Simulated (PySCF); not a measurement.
**Which functional comes closest?**

Molecule: SMILES [BH3-][P+](F)(F)F, BF3H3P.

Molfile (atoms numbered from 1):
```
BF3H3P
     RDKit          3D

  8  7  0  0  0  0  0  0  0  0999 V2000
    1.0973   -0.0331    0.0716 B   0  0  0  0  0  0  0  0  0  0  0  0
   -0.7321    0.0151   -0.0602 P   0  0  0  0  0  0  0  0  0  0  0  0
   -1.4198   -0.8672   -1.1628 F   0  0  0  0  0  0  0  0  0  0  0  0
   -1.4070    1.3993   -0.3668 F   0  0  0  0  0  0  0  0  0  0  0  0
   -1.5730   -0.4244    1.1909 F   0  0  0  0  0  0  0  0  0  0  0  0
    1.3224   -1.2039    0.3116 H   0  0  0  0  0  0  0  0  0  0  0  0
    1.3135    0.7374    0.9888 H   0  0  0  0  0  0  0  0  0  0  0  0
    1.4524    0.3573   -1.0252 H   0  0  0  0  0  0  0  0  0  0  0  0
  1  2  1  0
  2  3  1  0
  2  4  1  0
  2  5  1  0
  1  6  1  0
  1  7  1  0
  1  8  1  0
M  CHG  2   1  -1   2   1
M  END
```

Geometry PBE0-D3(BJ)/def2-SVP throughout; GIAO in PySCF 2.14.0 with density-fitted response routines, gas phase, one conformer, non-relativistic; equivalent atoms averaged; basis pcSseg-2.

Reference values (measured; O. Kühl, Phosphorus-31 NMR Spectroscopy, Springer 2008, chapter 6 (publisher's sample)): δ(P2) = 107.0 ppm vs 85 % H3PO4. Computed shifts are taken against H3PO4, calculated as an isolated molecule at each level.

How do the functionals WP04, B97-2, BHandHLYP, CAM-B3LYP, wB97X-D, LC-wPBE perform against the reference? Times are CPU seconds on 1 thread of an Arm Neoverse V1, shared host.

Results:


```
functional                    kind     P2  abs. error P  core-s
      WP04           global hybrid  118.5          11.5      17
     B97-2           global hybrid  115.6           8.6      17
 BHandHLYP           global hybrid  115.5           8.5      16
 CAM-B3LYP  range-separated hybrid  123.5          16.5      22
   wB97X-D  range-separated hybrid  122.7          15.7      22
   LC-wPBE  range-separated hybrid  126.0          19.0      27
```

For 31P the closest is BHandHLYP (8.5 ppm, with B97-2 practically level) and the furthest LC-wPBE (19.0 ppm). One molecule is a small sample, and vibrational and solvent effects are absent from the calculation.
